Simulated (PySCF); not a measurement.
## Electronic absorption of C6H7Cl

Species: C₆H₇Cl.
InChI=1S/C6H7Cl/c7-6-1-3-4(2-6)5(3)6/h3-5H,1-2H2/t3-,4+,5-,6-

Method: TDDFT PBE0/def2-SVPD, vertical, gas phase, core orbitals frozen in the response in PySCF 2.14.0, density-fitted response routines. Geometry: GFN2-xTB; no solvent, vibrations or thermal averaging.

Problem. Predict the UV-vis stick spectrum at this level.

Solution. 

```json
{"state": "S1", "λ (nm)": "177.6", "E (eV)": "6.98", "f": "0.0017", "main configurations (H = HOMO, L = LUMO)": "H→L (93%)"}
{"state": "S2", "λ (nm)": "166.1", "E (eV)": "7.46", "f": "0.036", "main configurations (H = HOMO, L = LUMO)": "H→L+1 (84%)"}
{"state": "S3", "λ (nm)": "166.1", "E (eV)": "7.46", "f": "0.0079", "main configurations (H = HOMO, L = LUMO)": "H-1→L (75%)"}
{"state": "S4", "λ (nm)": "164.2", "E (eV)": "7.55", "f": "0.0008", "main configurations (H = HOMO, L = LUMO)": "H→L+2 (76%), H-2→L (17%)"}
{"state": "S5", "λ (nm)": "159.3", "E (eV)": "7.79", "f": "0.0059", "main configurations (H = HOMO, L = LUMO)": "H→L+3 (89%)"}
{"state": "S6", "λ (nm)": "158.4", "E (eV)": "7.83", "f": "0.0001", "main configurations (H = HOMO, L = LUMO)": "H-2→L (61%), H→L+2 (18%), H-2→L+2 (9%)"}
```

Triplets (Tamm–Dancoff): T1 6.65 eV, H→L (63%), H→L+2 (8%); T2 6.93 eV, H-1→L (51%), H-1→L+2 (17%), H-1→L+1 (11%).

The lowest singlet comes at 178 nm (674 kJ/mol) in the vacuum ultraviolet; it is very weak; its leading configuration is HOMO→LUMO (93%). The strongest level in the table is S2 at 7.46 eV (166 nm, f = 0.036). S2/S3 lie within about 0.01 eV of each other. Löwdin shares by element: HOMO carbon 52% or more, chlorine 14% (atoms not listed hold the other 35%); LUMO chlorine 21%, hydrogen 17% or more, carbon 8% or more (atoms not listed hold the other 53%). The oscillator strengths of these states sum to 0.052; summed over the whole spectrum of an exact calculation they would give the number of electrons, 60 (Thomas–Reiche–Kuhn). Of the 6 states listed, 1 reaches f = 0.01 and 1 stays under 0.0005. Orbital energies (eV): HOMO-3 -8.53, HOMO-2 -8.32, HOMO-1 -8.06, HOMO -7.54, LUMO 0.70, LUMO+1 1.06, LUMO+2 1.35. The window holds the lowest 6 singlets.

Without π bonds the low states may be Rydberg-like; a valence basis with one diffuse set may place them up to an eV too high.
